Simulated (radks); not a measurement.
All-electron atom: Bi40+ in [Kr] 4d7. Method: scalar-relativistic Kohn-Sham, PBE, spin-unpolarised, spherical densities, finite nucleus; Fermi nuclear charge, rms radius 5.5211 fm; computed with a radial shooting solver on a logarithmic mesh with Libxc functionals.

Local quantities along the radius. ELF = 1/(1 + alpha^2) is the electron localisation function; alpha = (tau - tau_W)/tau_unif compares the Pauli kinetic energy density with that of the uniform gas; 4 pi r^2 rho is in e/bohr. tau is taken from the large components.

r (bohr)	ELF	alpha	4 pi r^2 rho
0.001013	0.999	0.02257	13.37
0.001308	0.999	0.02464	19.13
0.00169	0.999	0.02766	26.98
0.002183	0.999	0.03214	37.33
0.002842	0.998	0.03923	50.85
0.003672	0.997	0.05020	66.48
0.004743	0.995	0.06854	83.48
0.006127	0.990	0.1012	99.66
0.007914	0.974	0.1638	111.8
0.01022	0.921	0.2923	116.5
0.01321	0.761	0.5599	113.1
0.01706	0.487	1.027	105.7
0.02204	0.337	1.403	104.2
0.02846	0.423	1.167	117.6
0.03706	0.650	0.7334	143.3
0.04788	0.743	0.5882	158.2
0.06185	0.615	0.7906	145.9
0.07989	0.370	1.306	124.8
0.1032	0.446	1.114	129.7
0.1333	0.708	0.6417	144.2
0.1722	0.691	0.6682	115.2
0.2224	0.268	1.655	66.34
0.2873	0.406	1.210	58.50
0.3712	0.788	0.5181	57.99
0.4794	0.723	0.6182	28.93
0.6243	0.261	1.681	5.493
0.8064	0.011	9.453	0.3722
1.042	0.000	128.2	0.006752

On this mesh the ELF has minima near r = 0.022, 0.091, 0.25 bohr, which separate the shells, and maxima near 0.048 (0.74), 0.15 (0.75), 0.42 (0.80).
